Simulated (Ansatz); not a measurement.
Species: C3H8N (charge 0, doublet). It need not be the lowest isomer of its formula. 
Geometry from a B3LYP-D3(BJ)/def2-TZVP (Ansatz, an electronic-structure program) optimisation:
```xyz
12

C     -1.8123     0.1248     0.2286
C     -0.4915    -0.4921    -0.2022
N      0.6328     0.3349     0.2004
C      1.9019     0.0352    -0.2574
H     -1.9389     1.1166    -0.2076
H     -2.6484    -0.5021    -0.0844
H     -1.8629     0.2226     1.3163
H     -0.4006    -1.5112     0.2010
H     -0.4567    -0.5821    -1.2912
H      0.5901     0.6325     1.1647
H      1.9787    -0.3359    -1.2700
H      2.7200     0.6079     0.1542
```
Charge 0, spin multiplicity 2.

Dipole moments at this geometry, in debye (magnitudes).

```tsv
level	program	dipole (D)
PBE/def2-TZVPD	Ansatz	1.40
BLYP/def2-TZVPD	Ansatz	1.41
B97M-V/def2-TZVPD	Ansatz	1.31
PBE0/def2-TZVPD	Ansatz	1.30
r2SCANh/def2-TZVPD	Ansatz	1.26
CAM-B3LYP/def2-TZVPD	Ansatz	1.31
LC-wPBE/def2-TZVPD	Ansatz	1.26
wB97M-V/def2-TZVPD	Ansatz	1.34
CCSD(T)/aug-cc-pVDZ	Ansatz	1.32
```
